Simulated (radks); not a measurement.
Values are calculated unless marked as measured or tabulated.
Question: Isoelectronic series with 61 electrons, each ion in its NIST ground configuration. Level of theory: Dirac Kohn-Sham, PBEsol, spin-unpolarised, spherical densities, point nucleus; open shells fill j = l - 1/2 first (a radial shooting solver on a logarithmic mesh with Libxc functionals). Total energies (hartree) and orbital eigenvalues (hartree) (* marks an orbital that is empty in some or all of the ions):

ion            configuration  E (hartree)    4f7/2*     4f5/2    6s1/2*    5p3/2*
Pm              [Xe] 4f5 6s2  -10023.5734  -0.06665  -0.08378  -0.13066  -0.79536
Sm+             [Xe] 4f6 6s1  -10430.6712  -0.30022  -0.32002  -0.30889  -1.03933
Eu2+                [Xe] 4f7  -10847.8297  -0.57731  -0.60001  -0.50622  -1.32601
Gd3+                [Xe] 4f7  -11274.9124  -1.21966  -1.24759  -0.82019  -1.85463
Tb4+                [Xe] 4f7  -11711.8410  -1.97501  -2.00859  -1.18131  -2.44935
Dy5+   [Kr] 4d10 4f8 5s2 5p5  -12158.3087  -2.60782  -2.64552  -1.56625  -3.03151
Er7+  [Kr] 4d10 4f10 5s2 5p3  -13082.0485  -3.99125  -4.03812  -2.42525  -4.29616
Tm8+  [Kr] 4d10 4f11 5s2 5p2  -13559.5560  -4.73966  -4.79162  -2.89618  -4.97593

Estimate the row of Ho6+ ([Kr] 4d10 4f9 5s2 5p4).

Answer: E (hartree) -12615.0060; 4f7/2* -3.28030; 4f5/2 -3.32243; 6s1/2* -1.98144; 5p3/2* -3.64758.
